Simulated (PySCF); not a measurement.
How well do the runs reproduce experiment for C3F8?

**Experimental background.**

NIST CCCBDB Release 22 (SRD 101), experimental polarizabilities lists, for the gas: mean polarisability 6.525 Å³.

The results are set against them at the end.

C3F8.
SMILES with atom numbers: `[F:1][C:2]([F:3])([F:4])[C:5]([F:6])([F:7])[C:8]([F:9])([F:10])[F:11]`

Structure used (GFN2-xTB), in Å, numbered top down from 1:
```xyz
11
C3F8 angstrom
F      1.1065    1.2012   -1.1677
C      1.2714    0.3110   -0.1959
F      1.4835    0.9691    0.9379
F      2.3524   -0.4048   -0.4685
C      0.0239   -0.6156   -0.0737
F      0.2436   -1.5173    0.8979
F     -0.1353   -1.2891   -1.2252
C     -1.2886    0.1624    0.2452
F     -1.5599    1.0441   -0.7102
F     -2.3104   -0.6755    0.3386
F     -1.1816    0.8172    1.3957
```

The PySCF runs (gas phase, on this GFN2-xTB geometry; no spin–orbit coupling):

```
              level                                                                job  basis functions  wall time
CAM-B3LYP/def2-SVPD  8 singlets by full TDDFT, 3 Tamm–Dancoff triplets, polarisability              244    1.8 min
```

Hardware: an Arm Neoverse V1 with one thread, on a shared host.

**Comparison with experiment**

**Mean polarisability.** Measured: 6.525 Å³ (NIST CCCBDB Release 22 (SRD 101), experimental polarizabilities).

| level | computed (Å³) | computed − measured (Å³) | % (from the printed values) |
| --- | --- | --- | --- |
| CAM-B3LYP/def2-SVPD | 6.613 | +0.088 | +1 |

The computed values are static and purely electronic, with core orbitals frozen in the response (1 au = 0.148185 Å³). The table of measured values doesn't say here whether a value is static or optical, or holds a vibrational part.

The geometry is computed, not the measured one. Where a level misses, the cause wasn't examined.
